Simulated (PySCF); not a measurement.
Problem. Write a Z-matrix for InChI=1S/Ge2H10SSi2/c1-2-5-3-4/h2,5H2,1,4H3 as optimised with PBE0-D3(BJ)/def2-SVP.

Solution. 
Z-matrix in Å and degrees, rows numbered from 1:
```
Si
S   1  2.1515
Si  2  2.1631  1   98.80
Ge  3  2.3868  2  109.36  1   -64.56
Ge  4  2.4235  3  106.56  2   -35.76
H   1  1.4934  2  110.51  3   -52.90
H   1  1.4934  2  111.12  3    67.85
H   1  1.4893  2  106.32  3  -172.68
H   3  1.4957  2  110.12  1    60.17
H   3  1.4925  2  104.88  1   177.62
H   4  1.5415  3  110.94  2    84.67
H   4  1.5424  3  109.90  2  -155.52
H   5  1.5386  4  109.49  3   -50.19
H   5  1.5411  4  110.26  3  -169.95
H   5  1.5376  4  110.20  3    69.88
```

Ge4 (germanium bonded to Ge, Si and 2 H) is tetrahedral (angles from 106.6° to 110.9°). Si3 (SiH2 silicon) is distorted tetrahedral (angles from 104.9° to 113.0°). Si1 (SiH3 silicon) is tetrahedral (angles from 106.3° to 111.1°). Ge5 (germanium bonded to Ge and 3 H) is tetrahedral (angles from 108.8° to 110.3°).

Computed, not measured: PBE0-D3(BJ)/def2-SVP geometry optimisation, gas phase in PySCF 2.14.0.

Point group: C1 (no symmetry element, even within 0.4 Å). Not checked by PBE0-D3(BJ)/def2-SVP frequencies. The numbers are those of one conformer (Si1–S2–Si3–Ge4 -65°, S2–Si3–Ge4–Ge5 -36°).
